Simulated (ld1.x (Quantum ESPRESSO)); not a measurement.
# zinc: PAW pseudisation with revPBE, scalar-relativistic reference atom.

Input for ld1.x (Quantum ESPRESSO) 7.5:

```
&input
   title='Zn', zed=30., rel=1, dft='REVPBE', iswitch=3,
   config='[Ar] 3d9 4s0 4p0',
   nld=3, rlderiv=2.15, eminld=-6.0, emaxld=5.0, deld=0.02
 /
 &inputp
   pseudotype=3, lpaw=.true., tm=.true., lloc=-1, rcloc=1.65,
   nlcc=.true., new_core_ps=.true., rcore=0.45,
   which_augfun='BESSEL', rmatch_augfun=0.55,
   file_pseudopw='Zn.UPF', file_wfcaegen='ae.wfc', file_wfcncgen='nc.wfc', file_beta='beta', file_chi='chi', file_wfcusgen='us.wfc'
 /
6
4S  1  0   0.00   0.00  1.75  1.95  0.0
4S  1  0   0.00  -1.80  1.75  1.95  0.0
4P  2  1   0.00   0.00  1.65  1.95  0.0
4P  2  1   0.00  -1.50  1.65  1.95  0.0
3D  3  2   9.00   0.00  0.70  0.95  0.0
3D  3  2   0.00  -2.70  0.70  0.95  0.0
 &test
   configts(1)='3d9 4s0 4p0'
 /
```

Command:

```bash
ld1.x < Zn.in > Zn.out
```

The program printed (shortened: banner, matrices, multipoles, cross overlaps and the repeated all-electron block are left out):

```
Program LD1 v.7.5
     --------------------------- All-electron run ----------------------------

     Zn
     scalar relativistic calculation

     atomic number is 30.00
     dft =REVPBE   lsd =0 sic =0 latt =0  beta=0.20 tr2=1.0E-14
     Exchange-correlation= REVPBE
                           (   1   4   4   4   0   0   0)
     mesh =1201 r(mesh) =  99.36527 a.u. xmin = -7.00 dx = 0.01250
     1 Ry =  13.60569312 eV, c = 137.03599908

     n l     nl                  e(Ry)          e(Ha)          e(eV)
     1 0     1S 1( 2.00)      -703.3041      -351.6520     -9568.9397
     2 0     2S 1( 2.00)       -88.2680       -44.1340     -1200.9472
     2 1     2P 1( 6.00)       -76.9106       -38.4553     -1046.4218
     3 0     3S 1( 2.00)       -12.5736        -6.2868      -171.0723
     3 1     3P 1( 6.00)        -9.1873        -4.5937      -124.9998
     3 2     3D 1( 9.00)        -3.7190        -1.8595       -50.5996
     4 0     4S 1( 0.00)        -2.6026        -1.3013       -35.4096
     4 1     4P 1( 0.00)        -1.9552        -0.9776       -26.6016

     final scf error:  5.2E-15 reached in  29 iterations

     Etot =   -3587.316735 Ry,   -1793.658368 Ha,  -48807.930638 eV

     Ekin =    3644.644736 Ry,    1822.322368 Ha,   49587.917816 eV
     Encl =   -8561.719858 Ry,   -4280.859929 Ha, -116488.132988 eV
     Eh   =    1470.885394 Ry,     735.442697 Ha,   20012.415288 eV
     Exc  =    -141.127007 Ry,     -70.563504 Ha,   -1920.130754 eV

     normalization and overlap integrals

     s(1S/1S) =  1.000000  <r> =   0.0503  <r2> =    0.0034  r(max) =   0.0329
     s(2S/2S) =  1.000000  <r> =   0.2261  <r2> =    0.0603  r(max) =   0.1894
     s(2P/2P) =  1.000000  <r> =   0.1983  <r2> =    0.0482  r(max) =   0.1513
     s(3S/3S) =  1.000000  <r> =   0.6775  <r2> =    0.5296  r(max) =   0.5908
     s(3P/3P) =  1.000000  <r> =   0.7063  <r2> =    0.5875  r(max) =   0.5908
     s(3D/3D) =  1.000000  <r> =   0.8197  <r2> =    0.8583  r(max) =   0.5620
     s(4S/4S) =  1.000000  <r> =   2.0223  <r2> =    4.6234  r(max) =   1.7750
     s(4P/4P) =  1.000000  <r> =   2.3513  <r2> =    6.2658  r(max) =   2.0623

     ------------------------ End of All-electron run ------------------------

     --------------------- Generating PAW atomic setup --------------------

      Generating local potential from pseudized AE potential:
      Matching radius rcloc =   1.6500

      Local pseudo, rcloc= 1.647 Estimated cut-off energy=     8.42 Ry

      Computing core charge for nlcc:

       r > 0.45 : true rho core
      Core charge pseudized with two Bessel functions
      Integrated core pseudo-charge :   9.64
      Wfc-us  4S rcutus= 1.962  Estimated cut-off energy=    12.00 Ry
      Wfc-us  4S rcutus= 1.962  Estimated cut-off energy=    13.49 Ry
      Wfc-us  4P rcutus= 1.962  Estimated cut-off energy=    19.22 Ry
      Wfc-us  4P rcutus= 1.962  Estimated cut-off energy=    19.90 Ry
      Wfc-us  3D rcutus= 0.950  Estimated cut-off energy=   127.32 Ry
      Wfc-us  3D rcutus= 0.950  Estimated cut-off energy=   132.66 Ry

     Required augmentation: BESSEL   radius:    0.550000
     Suggested rho cutoff for augmentation: 322.27 Ry

     Estimated PAW energy = -238.593148 Ryd

     ------------------- End of pseudopotential generation -------------------

     Computing logarithmic derivative in   2.15453
     Computing logarithmic derivative in   2.15453
     Computing the partial wave expansion
     R is outside the sphere for l=    0 j= 0.00
     R is outside the sphere for l=    0 j= 0.00
     R is outside the sphere for l=    1 j= 0.00
     R is outside the sphere for l=    1 j= 0.00
     R is outside the sphere for l=    2 j= 0.00
     R is outside the sphere for l=    2 j= 0.00

     ---------------------- Testing the pseudopotential ----------------------

     Zn
     scalar relativistic calculation

     atomic number is 30.00   valence charge is 12.00
     dft = SLA  PW   REVX PBC   lsd =0 sic =0 latt =0  beta=0.20 tr2=1.0E-14
     mesh =1201 r(mesh) =  99.36527 xmin = -7.00 dx = 0.01250

     n l     nl             e AE (Ry)        e PS (Ry)    De AE-PS (Ry)
     3 2     3D   1( 9.00)       -3.71900       -3.71901        0.00001
     1 0     4S   1( 0.00)       -2.60256       -2.60257        0.00001
     2 1     4P   1( 0.00)       -1.95518       -1.95519        0.00000

     eps = 1.8E-16  iter =  4

     Etot =   -3587.316735 Ry,   -1793.658368 Ha,  -48807.930638 eV
     Etotps =  -238.593163 Ry,    -119.296581 Ha,   -3246.225353 eV

     Ekin =     217.890420 Ry,     108.945210 Ha,    2964.550186 eV
     Encl =    -406.892111 Ry,    -203.446055 Ha,   -5536.049196 eV
     Ehrt =      91.535523 Ry,      45.767762 Ha,    1245.404237 eV
     Ecxc =    -141.126995 Ry,     -70.563497 Ha,   -1920.130579 eV
     (Ecc =     -22.008878 Ry,     -11.004439 Ha,    -299.446037 eV)

     ---------------------- End of pseudopotential test ----------------------
```

Generation and configuration tests took about 2 s on one core of a shared server CPU.
